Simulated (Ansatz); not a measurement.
`Cl[CH2][GeH]([Cl])[Cl]` → `[Cl][Ge][Cl]` + `CCl` at 700 K and 1 bar (germylene formation by 1,1-elimination).

Program: Ansatz. Geometries: PBE0-D4/def2-TZVP. ΔE: electronic, gas phase. CCSD(T)/CBS adds triple-zeta CCSD(T) − MP2 to the extrapolated MP2 energy (def2 sets, frozen cores). This one scheme is used for every species. For Ge outer-core shells are correlated without core-valence functions, which leaves a few kJ/mol of doubt a bond. Scalar relativity is left out up to krypton. Each species was taken in one conformer, which may not be the lowest.

```csv
species,CCSD(T)/CBS energy (Eh),H − E (kJ/mol),S (J/(mol·K))
`Cl[CH2][GeH]([Cl])[Cl]`,-3495.38945,176.1,483.2
`[Cl][Ge][Cl]`,-2995.74627,41.4,343.0
`CCl`,-499.63220,131.4,278.6
```

H − E and S are ideal-gas, rigid-rotor, harmonic terms from PBE0-D4/def2-TZVP, for one conformer and one mirror image of each species. 1 Eh = 2625.50 kJ/mol, R = 8.31446 J/(mol·K).

By hand: ΔE, ΔH, ΔS and ΔG.

ΔE = (-2995.74627) + (-499.63220) − (-3495.38945) = 0.01098 Eh = 28.8 kJ/mol. Δ(H − E) = 41.4 + 131.4 − 176.1 = -3.3, so ΔH = 25.5 kJ/mol. ΔS = 343.0 + 278.6 − 483.2 = 138.4 J/(mol·K). ΔG = 25.5 − 700 × (138.4)/1000 = -71.4 kJ/mol.

By hand: the equilibrium constant, and the temperature at which ΔG would vanish if ΔH and ΔS stayed fixed.

log₁₀ K = −ΔG/(RT ln 10) = 5.3. ΔG = 0 at ΔH/ΔS = 184 K.

The number of gas molecules changes by +1, which sets the sign of ΔS. A doubt of 5 kJ/mol in ΔE shifts log₁₀ K by 0.4 here. Other conformers and mirror images would add mixing entropy, several J/(mol·K) or more a flexible species. Modes under 60 cm⁻¹, often nearly free rotors, make the harmonic entropy too high. These are equilibria of isolated gas molecules and say nothing of rates. Largest T1 diagnostic: 0.013 (customary marks: 0.02 for closed shells, 0.045 for open ones).
